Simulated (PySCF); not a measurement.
C₆ coefficients of unlike pairs at PW91

Calculated with PySCF 2.14 from the dipole response of each species, C₆(A,B) = (3/π) ∫ α_A(iu) α_B(iu) du, in atomic units, from isotropic polarisabilities. For ions this is the dispersion term alone; charge-induced terms of lower order in 1/R come first.

```
species  configuration                                                                                              basis      relativity  α (bohr³)  C₆ (like pair)
   Al²⁺  [Ne] 3s1 (2S)                                                                           dyall-acv3z (19s12p6d4f)   spin-free X2C      13.40           35.65
    Ru⁺  [Kr] 4d7 (4F)  aug-cc-pVTZ-PP with one added diffuse shell each of s, p, d, f, g type with ECP28MDF (7s7p6d4f3g)  core potential      16.79           107.5
   Cu²⁺  [Ar] 3d9 (2D)            aug-cc-pwCVTZ-DK with one added diffuse shell each of s, p, d, f, g type (11s10p8d5f4g)   spin-free X2C      3.287           9.069
   Sc³⁺      [Ar] (1S)                                                                            dyall-av2z (16s12p7d2f)            none      2.137           5.645
```

Q: Estimate C₆ for Sc³⁺ with Cu²⁺.

A: The integral gives 7.100. The combination rule 2 C_A C_B / (C_A α_B/α_A + C_B α_A/α_B) gives 7.023 and the geometric mean 7.155.

No spin-orbit coupling is included.

The other pairs:

```json
{"pair": "Cu²⁺, Al²⁺", "C₆": "14.35"}
{"pair": "Ru⁺, Al²⁺", "C₆": "57.90"}
{"pair": "Sc³⁺, Al²⁺", "C₆": "10.36"}
{"pair": "Sc³⁺, Ru⁺", "C₆": "22.58"}
{"pair": "Cu²⁺, Ru⁺", "C₆": "29.67"}
```
